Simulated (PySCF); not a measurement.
C2H6Al (SMILES [CH3][Al][CH3]), doublet, at a GFN2-xTB geometry (such geometries of metal compounds can be far from the true shape) (the spin is typed, not shown lowest). Base run: BLYP/def2-SVP run with PySCF.

Here is a job for PySCF.
```python
from pyscf import gto, scf, dft

mol = gto.Mole()
mol.atom = '''
    Al    0.351998   -0.199273    0.392185
    C     1.162732    0.299659   -1.387552
    H     2.226275    0.034939   -1.439263
    H     1.097742    1.375165   -1.591558
    H     0.672637   -0.206091   -2.228046
    C    -1.594354   -0.055309    0.906651
    H    -2.232877   -0.732542    0.326825
    H    -1.994417    0.954377    0.755357
    H    -1.755593   -0.301401    1.963683
'''
mol.basis = 'def2-svp'
mol.charge = 0
mol.spin = 1
mol.verbose = 4
mol.build()

mf = dft.UKS(mol)
mf.xc = 'blyp'
mf.kernel()
mf.analyze()
```

The base run was repeated with changes; each row names its change, and settings that it needs were set with it.

| change | ΔE vs base (mEh) | fitting functions | dipole (D) |
|---|---|---|---|
| base | 0.000 | - | 0.57 |
| auxbasis = even-tempered beta=1.6 | -0.001 | 838 | 0.57 |
| auxbasis = def2-tzvp-ri | -5.115 | 355 | 0.58 |
| auxbasis = def2-svp-ri | -25.264 | 242 | 0.58 |
| auxbasis = autoaux | -0.021 | 533 | 0.57 |
| auxbasis = cc-pvqz-jkfit | -0.029 | 666 | 0.57 |
| auxbasis = def2-universal-jfit | -0.184 | 215 | 0.58 |
| auxbasis = cc-pvdz-jkfit | -0.082 | 390 | 0.57 |
| auxbasis = cc-pvtz-ri | -4.692 | 464 | 0.57 |
| auxbasis = def2-universal-jkfit | -0.074 | 386 | 0.57 |

A fitting set is made for a task (jfit for Coulomb, jkfit for Coulomb and exchange, ri for correlation) and for a family of orbital bases.

Open shells are given as the SCF converged; they aren't shown to be the lowest states, and a large step between rows can be another state.
